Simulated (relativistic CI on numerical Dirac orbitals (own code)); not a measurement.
A ladder of approximations for the levels of Ag

Calculated with a relativistic CI code on KLI orbitals (one set per configuration, finite nucleus), adding one ingredient at a time: step 1, Dirac-Coulomb, each configuration alone; step 2, with Breit and QED terms; step 3, with configuration mixing; step 4, with scaled Slater integrals (0.85); step 5, with a P86 correlation estimate; step 6, tied to the ionisation limit. P86 is a density functional for the correlation energy, evaluated here for each configuration and added to its levels. Step 6 is semi-empirical: configurations made of the next ion and one excited electron move by 6440 cm⁻¹, so that their limit matches the tabulated ionisation energy, and those with a non-penetrating f or g electron also take the P86 value of the least penetrating other one.

Configurations in the expansion (outside the closed core [Kr]): 4d10 5s, 4d10 5p, 4d9 5s2, 4d10 6s, 4d10 6p, 4d10 5d, 4d10 7s, 4d10 7p, 4d10 6d, 4d10 4f, 4d10 5f, 4d10 7d, 4d10 6f, 4d10 7f.

Computed minus measured energy above the ground level, in cm⁻¹, for 9 of the 15 excited levels that pair in every step (one J of a term; a digit in brackets numbers repeated terms):

| Configuration | Term | J | Measured | Step 1 | Step 2 | Step 3 | Step 4 | Step 5 | Step 6 |
| --- | --- | --- | --- | --- | --- | --- | --- | --- | --- |
| 4d10 5p | 2P° | 1/2 | 29552 | -5769 | -5858 | -5816 | -5816 | -3784 | 2649 |
| 4d9 5s2 | 2D | 5/2 | 30242 | -1004 | -714 | -683 | -660 | 2085 | 2083 |
| 4d10 6s | 2S | 1/2 | 42556 | -9526 | -9639 | -9546 | -9546 | -6452 | -24 |
| 4d10 6p | 2P° | 1/2 | 48297 | -9694 | -9807 | -9751 | -9751 | -6117 | 316 |
| 4d10 5d | 2D | 3/2 | 48744 | -10724 | -10853 | -10767 | -10776 | -7418 | -997 |
| 4d10 7s | 2S | 1/2 | 51887 | -10729 | -10853 | -10783 | -10783 | -6663 | -232 |
| 4d10 7p | 2P° | 1/2 | 54041 | -10530 | -10652 | -10587 | -10587 | -6236 | 197 |
| 4d10 6d | 2D | 3/2 | 54203 | -10959 | -11088 | -11026 | -11029 | -6689 | -258 |
| 4d10 4f | 2F° | 5/2 | 54205 | -11115 | -11245 | -11190 | -11190 | -5533 | 49 |

Mean absolute errors in cm⁻¹, over all paired levels and for the configurations:

| Configuration, levels | Step 1 | Step 2 | Step 3 | Step 4 | Step 5 | Step 6 |
| --- | --- | --- | --- | --- | --- | --- |
| all, 15 | 8618 | 8694 | 8637 | 8637 | 5582 | 837 |
| 4d10 5p, 2 | 5951 | 6049 | 6002 | 6002 | 3970 | 2463 |
| 4d9 5s2, 2 | 991 | 781 | 760 | 755 | 1992 | 1994 |
| 4d10 6s, 1 | 9526 | 9639 | 9546 | 9546 | 6452 | 24 |
| 4d10 6p, 2 | 9764 | 9880 | 9824 | 9824 | 6191 | 242 |
| 4d10 5d, 2 | 10727 | 10857 | 10779 | 10786 | 7427 | 1001 |
| 4d10 7s, 1 | 10729 | 10853 | 10783 | 10783 | 6663 | 232 |
| 4d10 7p, 2 | 10558 | 10681 | 10621 | 10621 | 6269 | 164 |
| 4d10 6d, 2 | 10961 | 11090 | 11030 | 11031 | 6692 | 260 |
| 4d10 4f, 1 | 11115 | 11245 | 11190 | 11190 | 5533 | 49 |

Measured levels: NIST Handbook of Basic Atomic Spectroscopic Data (Sansonetti and Martin, J. Phys. Chem. Ref. Data 34, 1559 (2005)).

Q: What does each ingredient do to the ground and the excited configurations, and where is the model closest to experiment?

A: Mixing lowers the ground level by 54; relative to it the configurations that move most are 4d10 6s by +93, 4d10 5d by +78, 4d10 7s by +70. The P86 estimate moves 4d10 4f by +5658, 4d10 7p by +4352, 4d10 6d by +4339, and takes the mean absolute error of the excited configurations from 8637 to 5582. Step 6 takes that error from 5582 to 837; the error more than halves for 4d10 6s, 4d10 6p, 4d10 5d, 4d10 7s, 4d10 7p, 4d10 6d; 4d10 4f gains from the shift and the changed P86 value together. The mean absolute error is lowest at step 6 (837 cm⁻¹), and the largest single drop is from step 5 to 6 (5582 to 837).
